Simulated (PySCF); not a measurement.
C2H7BO2, SMILES CCB(O)O.

The structure is a stationary point at PBE-D3(BJ)/def2-SVP. Other conformers were not sampled.

Method: PBE-D3(BJ)/def2-SVP in PySCF.

Harmonic, unscaled wavenumbers; measured fundamentals usually lie a few per cent lower.

Task: Give all harmonic wavenumbers and intensities. (Estimate from the structure and the level; the computed values follow.)

Result: 
| mode | ν (cm⁻¹) | IR (km/mol) | moving atoms (share of kinetic energy) |
|---|---|---|---|
| 1 | 20 | 0.1 | H 46 %, C 28 %, O 26 % |
| 2 | 193 | 2.1 | O 39 %, C 32 %, H 24 % |
| 3 | 204 | 0.1 | H 86 %, C 9 % |
| 4 | 389 | 9.9 | O 45 %, C 26 %, H 24 % |
| 5 | 428 | 11.6 | H 60 %, B 34 % |
| 6 | 472 | 15.4 | O 43 %, C 23 %, H 22 %, B 11 % |
| 7 | 496 | 141.5 | H 90 %, O 10 % |
| 8 | 621 | 53.7 | H 79 %, O 13 % |
| 9 | 729 | 13.8 | O 36 %, C 34 %, H 25 % |
| 10 | 744 | 26.3 | H 56 %, B 27 %, C 13 % |
| 11 | 952 | 17.7 | H 82 %, C 17 % |
| 12 | 972 | 1.1 | H 69 %, C 19 %, B 12 % |
| 13 | 974 | 123.9 | H 68 %, O 24 % |
| 14 | 1002 | 78.4 | H 71 %, O 25 % |
| 15 | 1049 | 6.6 | C 64 %, H 32 % |
| 16 | 1209 | 87.9 | H 54 %, C 24 %, B 13 %, O 8 % |
| 17 | 1215 | 0.9 | H 81 %, C 18 % |
| 18 | 1343 | 18.2 | H 77 %, C 19 % |
| 19 | 1370 | 174.2 | B 40 %, H 37 %, C 14 %, O 8 % |
| 20 | 1378 | 27.8 | H 75 %, C 14 %, B 9 % |
| 21 | 1414 | 147.9 | B 51 %, H 32 %, O 15 % |
| 22 | 1424 | 4.9 | H 97 % |
| 23 | 1432 | 91.7 | H 70 %, B 21 % |
| 24 | 2942 | 27.1 | H 94 % |
| 25 | 2972 | 31.5 | H 97 % |
| 26 | 2979 | 14.5 | H 91 %, C 9 % |
| 27 | 3055 | 25.8 | H 91 %, C 9 % |
| 28 | 3064 | 20.6 | H 91 %, C 9 % |
| 29 | 3716 | 43.3 | H 94 % |
| 30 | 3760 | 47.6 | H 94 % |
